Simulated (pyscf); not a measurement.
## Cl–SiH₂–Si(Cl)(Cl)–Cl, singlet

Gas-phase minimum from PySCF at ωB97X-D3(BJ)/def2-SVP, one conformer. 

SMILES: [SiH2](Cl)[Si](Cl)(Cl)Cl
```xyz
8

Cl    -1.4473    -1.7141    -1.5379
Si    -0.2551    -0.7907    -0.1263
Si     0.0845     1.3644    -0.8904
Cl     1.2894     2.3783     0.4235
Cl    -1.7024     2.3477    -1.0469
Cl     0.9853     1.3290    -2.7264
H     -0.9557    -0.7680     1.1830
H      1.0401    -1.5090    -0.0173
```
Charge 0, spin multiplicity 1.

Bond lengths (Å): Cl1–Si2 2.066, Si2–Si3 2.312, Si2–H7 1.485, Si2–H8 1.485, Si3–Cl4 2.051, Si3–Cl5 2.046, Si3–Cl6 2.045. Bond angles (°): Cl1–Si2–Si3 106.0, Cl1–Si2–H7 109.7, Cl1–Si2–H8 109.7, Si3–Si2–H7 110.3, Si3–Si2–H8 110.3, H7–Si2–H8 110.7, Si2–Si3–Cl4 109.6, Si2–Si3–Cl5 110.2, Si2–Si3–Cl6 110.2, Cl4–Si3–Cl5 108.9, Cl4–Si3–Cl6 109.0, Cl5–Si3–Cl6 108.9.

Properties at ωB97X-D3(BJ)/def2-SVP:

```json
{
  "harmonic_wavenumbers_unscaled": "33, 54, 100, 135, 177, 187, 221, 388, 499, 554, 604, 629, 630, 701, 841, 947, 2282, 2292 cm⁻¹",
  "zero_point_energy": "16.1 kcal/mol",
  "rotational_symmetry_number": "1",
  "Entropy of this conformer at 298 K and 1 atm, rigid rotor and harmonic oscillator, modes under 100 cm⁻¹ raised to 100": "403.4 J/(mol K)",
  "dipole_moment": "1.51 D"
}
```

Single-point totals, which compare only within one level:

```tsv
level	total energy (hartree)
ωB97X-D3(BJ)/def2-TZVP	-2421.35741
PBE/def2-TZVP	-2420.22404
r²SCAN/def2-TZVP	-2421.10702
B3LYP-D3(BJ)/def2-TZVP	-2421.39299
PBE0-D3(BJ)/def2-TZVP	-2420.44268
M06-2X/def2-TZVP	-2421.17642
ωB97M-D3(BJ)/def2-TZVP	-2421.56433
```

The lowest mode is so soft that the shape along it may change with the basis. Soft torsions are taken as harmonic, which can shift the entropy by several J/(mol K).
